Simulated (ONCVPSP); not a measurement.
# Before and after: ONCV potential for In (Z = 49)

* Element: indium (In)
* Generator: ONCVPSP 4.0.1
* Type: optimised norm-conserving Vanderbilt (ONCV)
* Functional: PBE
* Relativity: scalar-relativistic
* Frozen core: [Kr]
* Valence charge: 13
* Reference configuration: 4d10 5s2 5p0.75 (charge +0.25)
* Partial waves: 5s: rc 2.20 bohr, ncon 4, nbas 7, qcut 3 1/bohr, 3 projectors, debl 1.8 Ha; 5p: rc 2.10 bohr, ncon 4, nbas 7, qcut 3.1 1/bohr, 2 projectors, debl 0.6 Ha; 4d: rc 1.80 bohr, ncon 4, nbas 9, qcut 9.8 1/bohr, 2 projectors, debl 3.1 Ha
* Local potential: polynomial inside 1.35 bohr (lpopt 3, dvloc0 6 Ha)
* Core correction: none

Change: p: qcut 4.7.

Cutoffs: the cutoffs (Ha) at which the residual kinetic energy of the hardest occupied pseudo-wave falls to 1 and 0.1 mHa per electron; they do not see the model core or the augmentation charge, which bear on the density cutoff. Errors are all-electron minus pseudo energies relative to the spin-unpolarised reference configuration.

Q: Predict the effect on cutoff, ghosts and configuration errors.

A: The potential gets neither clearly harder nor softer (32 Ha and 37 Ha → 32 Ha and 37 Ha); a bound ghost appears in p, which as a rule spoils a file; the errors of the 4 common tests hardly move; the range in which the p phases agree widens (upper end 2.1 → 4.3).

```csv
quantity,base,changed
"cutoff, loose",32 Ha,32 Ha
"cutoff, tight",37 Ha,37 Ha
bound ghosts,none,p
GHOST(+) flags under 300 eV,s at 136.9 eV,s at 136.9 eV
"error for 4d10 5s2 5p1, meV [ΔE -0.80 eV]",+0.2,+0.2
"error for 4d10 5s2 5p0, meV [ΔE 4.57 eV]",-0.5,-0.5
"error for 4d10 5s1 5p0, meV [ΔE 23.80 eV]",+9.2,+9.2
"error for 4d10 5s1 5p1, meV [ΔE 11.16 eV]",+0.4,+0.3
s: phases at 2.23 bohr within 0.05 rad from the reference energy up to (Ha; the scan ends near 5),4.7,4.7
p: phases at 2.14 bohr within 0.05 rad from the reference energy up to (Ha; the scan ends near 5),2.1,4.3
d: phases at 1.83 bohr within 0.05 rad from the reference energy up to (Ha; the scan ends near 5),to the end of the scan,to the end of the scan
```

 A true bound ghost makes a file unfit for plane-wave use even where its test errors are small: the radial tests pick states by their node count and pass the ghost by.
